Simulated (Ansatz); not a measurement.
Consider the substitution at a C–O bond: `C[O][Sc]([NH2])[OH]` + `C=C(F)S` → `C=C(F)SC` + `[NH2][Sc]([OH])[OH]`.

Gas-phase electronic energies from Ansatz, PBE0-D4/def2-TZVP geometries. CCSD(T)/CBS is the MP2 limit (def2-TZVPP, def2-QZVPP) plus CCSD(T) − MP2 in def2-TZVPP, frozen cores. DFT in def2-TZVPP. HSE06 is defined as in plane-wave codes. For Sc outer-core shells are correlated without core-valence functions, which leaves a few kJ/mol of doubt a bond. Scalar relativity is left out up to krypton. Each species was taken in one conformer, which may not be the lowest.

`C[O][Sc]([NH2])[OH]`:

Cartesian coordinates in Å:
```
C -1.697 -1.602 -0.155
O -0.716 -0.630 -0.064
Sc 0.453 0.824 0.049
N 2.390 0.390 0.181
O -0.020 2.641 0.051
H -1.703 -2.241 0.737
H -2.696 -1.158 -0.255
H -1.531 -2.250 -1.025
H 2.801 -0.534 0.193
H 3.147 1.059 0.249
H -0.428 3.501 0.038
```

`C=C(F)S`:

Cartesian coordinates in Å:
```
C 0.802 0.236 -0.458
C -0.109 0.228 0.500
F 0.045 0.976 1.597
S -1.618 -0.656 0.620
H 0.684 -0.365 -1.346
H 1.682 0.856 -0.351
H -1.486 -1.274 -0.562
```

`C=C(F)SC`:

Z-matrix (Å, degrees):
```
C
S 1 1.803
H 1 1.088 2 110.8
H 1 1.090 2 106.0 3 -118.2
H 1 1.090 2 111.0 3 123.2
C 2 1.742 1 100.6 3 -58.4
F 6 1.343 2 114.5 1 48.5
C 6 1.324 2 125.2 1 -135.9
H 8 1.080 6 119.9 2 8.0
H 8 1.082 6 120.4 2 -171.0
```

`[NH2][Sc]([OH])[OH]`:

Cartesian coordinates in Å:
```
N -1.129 -0.994 -0.683
Sc 0.228 0.201 0.138
O 0.818 -0.266 1.855
O 0.775 1.669 -0.891
H -1.527 -1.824 -0.263
H -1.548 -0.884 -1.597
H 1.223 -0.355 2.712
H 1.159 2.452 -1.272
```

Question: Is it downhill or uphill in electronic energy at CCSD(T)/CBS, and by how much? (An estimate is asked.)

Answer: Computed: Downhill: ΔE = -56.8 kJ/mol.

Question: What do these levels give: BLYP-D4, r2SCAN-D4, PBE0-D4, HSE06-D4, CAM-B3LYP-D4, ωB97M-V, r2SCANh, LC-ωPBE, CCSD/def2-SVP, MP2/def2-TZVPP, HF/def2-QZVPP, CCSD/CBS(def2)? (An estimate is asked.)

Answer: Ansatz gave: BLYP-D4 -49.4, r2SCAN-D4 -53.4, PBE0-D4 -54.3, HSE06-D4 -54.0, CAM-B3LYP-D4 -49.3, ωB97M-V -56.0, r2SCANh -53.6, LC-ωPBE -54.0, CCSD/def2-SVP -28.8, MP2/def2-TZVPP -60.3, HF/def2-QZVPP -42.5, CCSD/CBS(def2) -55.3 kJ/mol.

Largest T1 diagnostic among the species: 0.016.

The D4 term adds −3.2 kJ/mol with B3LYP and −1.6 kJ/mol with PBE0; it sums over pairs of atoms, weighted by their polarisabilities, and B3LYP, whose exchange is more repulsive, gets the larger term. At CCSD(T), def2-SVP lies +27.5 kJ/mol from the extrapolated value and def2-TZVPP +4.4 kJ/mol. Leaving LDA and LC-ωPBE aside and taking each functional with its dispersion term where it has one, the values spread over 6.7 kJ/mol, from ωB97M-V to CAM-B3LYP-D4.

B3LYP here is the variant with VWN-RPA as its local correlation; programs differ in this.
